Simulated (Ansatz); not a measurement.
The same path of C2H4Se (7 atoms, charge 0, multiplicity 1) was run twice with different band settings. The coordinate that changes most is the dihedral H6–C1–C2–Se3.

These are results of RKS PBE0-D4/def2-SVP (Ansatz 0.2.0), not measurements.

Relaxed end points:

```xyz
7
Properties=species:S:1:pos:R:3
C -0.465 0.485 0.032
C 0.535 -0.595 -0.149
Se 1.595 -1.252 1.082
H -1.469 0.119 -0.247
H -0.248 1.320 -0.659
H -0.486 0.861 1.064
H 0.599 -1.007 -1.169
```

```xyz
7
Properties=species:S:1:pos:R:3
C -0.414 0.525 0.073
C 0.574 -0.564 -0.119
Se 0.272 -2.284 0.036
H -1.408 0.141 0.339
H -0.489 1.131 -0.848
H -0.064 1.217 0.859
H 1.590 -0.233 -0.385
```

Common settings: movable images 5; climbing image yes; spring 5.0 eV/Å²; optimiser quadratic models (default); start path IDPP; force threshold 0.05 eV/Å; end points relaxed.

| run | iteration limit |
| --- | --- |
| 1 | 60 |
| 2 | 10 |

Problem. What does each run give, and how far can it be trusted?

Solution. Run 1: converged after 7 iterations, highest image 0.078 eV above the first end. A vibrational analysis at the climbing image gives one clearly imaginary mode, 209i cm⁻¹: a first-order saddle point.
Run 2: converged after 7 iterations, highest image 0.078 eV above the first end. Another band between the same ends (5 images) ends at a top of the same energy, where a vibrational analysis finds 1 clearly imaginary mode.
